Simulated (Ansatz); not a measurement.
One change: `[SiH3]CC=S` becomes `[SiH3]SCC=S`.

Ansatz, PBE0-D4/def2-TZVP geometries, multiplicity 1. Each molecule was computed in one conformer, which needn't be the lowest.

```tsv
property	`[SiH3]CC=S`
HOMO–LUMO gap (ωB97M-V/def2-TZVPP) / eV	8.66
ideal-gas entropy at 298 K and 1 bar (rigid rotor, harmonic PBE0-D4/def2-TZVP) / J/(mol·K)	326
size of the dipole moment (B3LYP/def2-TZVPP) / D	2.57
HOMO energy (PBE/def2-TZVPP) / eV	-5.22
LUMO energy (B3LYP/def2-TZVPP) / eV	-2.31
HOMO energy (PBE0/def2-TZVPP) / eV	-6.44
```

**Question.** Give the same properties after the change, and the shifts. (An estimate is asked.)

**Answer.** Ansatz gave: 
```csv
property,`[SiH3]SCC=S`,shift
HOMO–LUMO gap (ωB97M-V/def2-TZVPP) / eV,8.59,-0.07
"ideal-gas entropy at 298 K and 1 bar (rigid rotor, harmonic PBE0-D4/def2-TZVP) / J/(mol·K)",364,38
size of the dipole moment (B3LYP/def2-TZVPP) / D,1.28,-1.29
HOMO energy (PBE/def2-TZVPP) / eV,-5.45,-0.23
LUMO energy (B3LYP/def2-TZVPP) / eV,-2.62,-0.31
HOMO energy (PBE0/def2-TZVPP) / eV,-6.70,-0.26
```

With PBE0 the HOMO falls by 0.26 eV and the LUMO falls by 0.33 eV, so the gap narrows by about 0.07 eV. PBE moves the HOMO by -0.23 eV and ωB97M-V by -0.26 eV. The zero-point energy changes by 6.9 kJ/mol with +3 modes. Dipoles are sizes alone; their direction can turn.

B3LYP here is the variant with VWN-RPA as its local correlation; programs differ in this.
